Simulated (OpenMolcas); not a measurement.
## P V: RASPT2 settings compared

| Item | Value |
| --- | --- |
| Program | OpenMolcas |
| Basis | ANO-R2 [5s4p3d1f] |
| Scalar Hamiltonian | X2C, finite nucleus |
| Active space | 1 electron in 9 orbitals (RAS2 3s 3p; RAS3 3d, at most 1 electron) |
| State averaging | 2S+1 = 2 even, 1 root; 2S+1 = 2 odd, 3 roots |
| Spin-orbit coupling | state interaction with AMFI integrals over the reference wave functions, term energies averaged over their components |

Methods on the same reference wave functions:
A. RASSCF
B. SS-RASPT2, IPEA 0.1 Eh, imaginary shift 0.25 Eh (closed shells correlated: 2s 2p)
C. SS-RASPT2, IPEA 0.3 Eh, sigma2 regulariser 0.3 Eh (closed shells correlated: 2s 2p)
D. SS-RASPT2, IPEA 0.75 Eh, real shift 0.25 Eh (closed shells correlated: 2s 2p)

Energies in cm-1 above 3s 2S 1/2, the measured ground level; measured values from Martin, Zalubas and Musgrove, J. Phys. Chem. Ref. Data 14, 751 (1985).

| Level | A | B | C | D | Measured |
| --- | --- | --- | --- | --- | --- |
| 3s 2S 1/2 | 0.0 | 0.0 | 0.0 | 0.0 | 0.0 |
| 3p 2P* 1/2 | 88836 | 88801 | 88800 | 88798 | 88652 |
| 3p 2P* 3/2 | 89506 | 89470 | 89469 | 89468 | 89447 |

Deviations, from unrounded energies. A percentage is the sum of absolute deviations over the sum of measured energies, with the sign that they share, or ± where signs differ.

```json
{"Against measurement": "mean absolute deviation (cm-1)", "Levels": "2", "A": "120", "B": "86", "C": "85", "D": "83"}
{"Against measurement": "other configurations (%)", "Levels": "2", "A": "+0.1", "B": "+0.1", "C": "+0.1", "D": "+0.1"}
```

B, C, D lie about equally close to measurement and A furthest from it. The largest miss of D in the table is 3p 2P* 1/2, by +150 cm-1. The ranking rests on the paired levels alone, and a cruder setting can come out closer through cancelling errors.

Among B to D no level of the table moves by more than 5 cm-1.

The lowest spin-free term lies below A's lowest term by 0.190 hartree in B, 0.189 hartree in C, 0.189 hartree in D.

With one active electron outside closed inactive shells, the extra shells (3d) add no correlation to the reference. With one active electron the reference holds no correlation, so core polarisation is missing (holds for A). With one active electron, CASPT2 adds the correlation within the correlated inactive shells and between them and that electron, and leaves the splitting within a term as the reference gives it (holds for B; C; D). Measured partners are found by configuration, term and J. A level has none where our copy of the source lacks it or the pairing is in doubt (some pairs that miss far off the trend of their configuration count as doubtful), and it then counts in no deviation. Levels of configurations outside the active space are missing.

* marks odd parity.
